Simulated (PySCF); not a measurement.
A side-by-side comparison of computed properties.

First species: C5H7FO2Si.
Bonds: O1–C2 (double), C2–O3, O3–C4, C4–C5, C5–C6, C6–C7 (double), C7–Si8, Si8–F9, C2–C7. Hydrogens: H10, H11 on C4; H12, H13 on C5; H14 on C6; H15, H16 on Si8.

Second species: C4H11OPSi.
SMILES: `O=[P@@H]1CC[C@@H]([SiH3])C1`

Levels: PBE0/def2-SVPD for HOMO energy, LUMO energy, HOMO–LUMO gap and static isotropic polarisability; TDDFT PBE0/def2-SVPD for lowest singlet excitation; TDA PBE0/def2-SVPD for lowest triplet excitation (Tamm–Dancoff). Geometries: GFN2-xTB. All species are isolated and taken at one optimised geometry, non-relativistic unless stated. Electronic properties by PySCF.

Dipoles, sizes and rotational constants follow the conformer. The torsions of the flexible species, by atom-mapped SMILES:
- `[O:1]=[C:2]1[O:3][CH2:4][CH2:5][CH:6]=[C:7]1[SiH2:8][F:9]`: C6–C7–Si8–F9 -12°

The conformers of `O=[P@@H]1CC[C@@H]([SiH3])C1` aren't listed.

```
                                property  column X  column Y
                             HOMO energy  -7.61 eV  -8.21 eV
                             LUMO energy   0.03 eV  -1.84 eV
                           HOMO–LUMO gap   7.64 eV   6.37 eV
               lowest singlet excitation   6.58 eV   4.68 eV
lowest triplet excitation (Tamm–Dancoff)   6.37 eV   3.74 eV
         static isotropic polarisability   94.9 au   86.9 au
```

Q: Which column belongs to which species?

A: Column X is the second species and column Y the first. The first has 16 atoms and 76 electrons, the second 18 and 72.

Q: How does each property change from the first species to the second?

A: HOMO energy +0.60 eV; LUMO energy +1.87 eV; HOMO–LUMO gap +1.27 eV; lowest singlet excitation +1.90 eV; lowest triplet excitation (Tamm–Dancoff) +2.63 eV; static isotropic polarisability +8.0 au.

On the first: The polarisability is 12.88 Å³ as a volume (1 au = 0.148185 Å³), or 1.14 au for each of the 76 electrons. The principal polarisabilities are 65.6, 84.4 and 110.6 au; their mean is the isotropic value.

On the second: S1 lies 1.06 eV below the HOMO–LUMO gap; its leading configuration is HOMO→LUMO, weight 0.63. The principal polarisabilities are 86.7, 91.0 and 106.9 au; their mean is the isotropic value.
